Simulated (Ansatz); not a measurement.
Total energies of `C1#CC=CC#CC=CC#CC=CC#CC=C1` from Ansatz at PBE0-D4/def2-SVP, gas phase (1 Eh = 27.2114 eV = 2625.5 kJ/mol). The reference geometry is relaxed at r2SCAN-D4/def2-SVP.

```xyz
24

C    -1.743    0.627   -2.022
C    -2.485    0.192   -1.144
C    -3.393   -0.267   -0.175
C    -3.102   -1.129    0.846
C    -1.845   -1.704    1.101
C    -0.775   -2.242    1.376
C     0.410   -2.925    1.699
C     1.649   -2.360    1.824
C     1.950   -0.998    1.650
C     2.278    0.179    1.516
C     2.695    1.518    1.430
C     2.404    2.380    0.409
C     1.638    2.075   -0.729
C     0.981    1.871   -1.748
C     0.287    1.675   -2.954
C    -0.951    1.109   -3.079
H    -4.429    0.083   -0.266
H    -3.921   -1.421    1.515
H     0.321   -4.002    1.889
H     2.482   -3.016    2.106
H     3.329    1.890    2.245
H     2.821    3.394    0.464
H     0.779    2.030   -3.868
H    -1.381    1.043   -4.086
```

```csv
state,geometry,energy (Eh)
charge 0 singlet,reference,-613.05585
charge 1 doublet,reference,-612.78973
charge -1 doublet,reference,-613.10332
charge -1 doublet,relaxed at r2SCAN-D4/def2-SVP,-613.12275
free C atom (triplet),–,-37.76066
free H atom (doublet),–,-0.50029
```

Question: Work out the vertical ionisation energy to the doublet.

Answer: E(charge 1 doublet) − E(charge 0 singlet) = -612.78973 − (-613.05585) = 0.26612 Eh = 7.24 eV. For comparison, −ε of the highest occupied level is 5.81 eV at this level, 1.43 eV less.

Question: Work out the vertical electron affinity, to the doublet.

Answer: E(charge 0 singlet) − E(charge -1 doublet) = -613.05585 − (-613.10332) = 0.04747 Eh = 1.29 eV. The basis lacks diffuse functions, which makes affinities too small.

Question: Give the fundamental gap IE − EA, the Mulliken electronegativity (IE + EA)/2 and the hardness (IE − EA)/2.

Answer: From the values in Eh: IE − EA = 0.26612 − 0.04747 = 0.21865 Eh = 5.95 eV; (IE + EA)/2 = 4.27 eV; (IE − EA)/2 = 2.97 eV. The HOMO–LUMO gap of the same run is 3.20 eV, 2.75 eV smaller than the fundamental gap.

Question: How much does the charge -1 doublet relax, and what is the adiabatic electron affinity?

Answer: Relaxation: -613.10332 − (-613.12275) = 0.01943 Eh = 0.53 eV. Adiabatic electron affinity: 0.06690 Eh = 1.82 eV, without zero-point energy. 

Question: What is the binding energy per atom against free atoms?

Answer: Atoms: 16 × (-37.76066) + 8 × (-0.50029) = -608.17288 Eh. Binding: -608.17288 − (-613.05585) = 4.88297 Eh = 132.87 eV, or 5.54 eV for each of 24 atoms (no zero-point energy, no counterpoise term).

At PBE0-D4/def2-SVP the highest occupied level of the charge -1 doublet lies above zero (up to 0.10 eV). By energy differences its removal costs 1.29 eV (vertical, to the charge 0 singlet, at PBE0-D4/def2-SVP); self-interaction error and the lack of diffuse functions both raise the level.
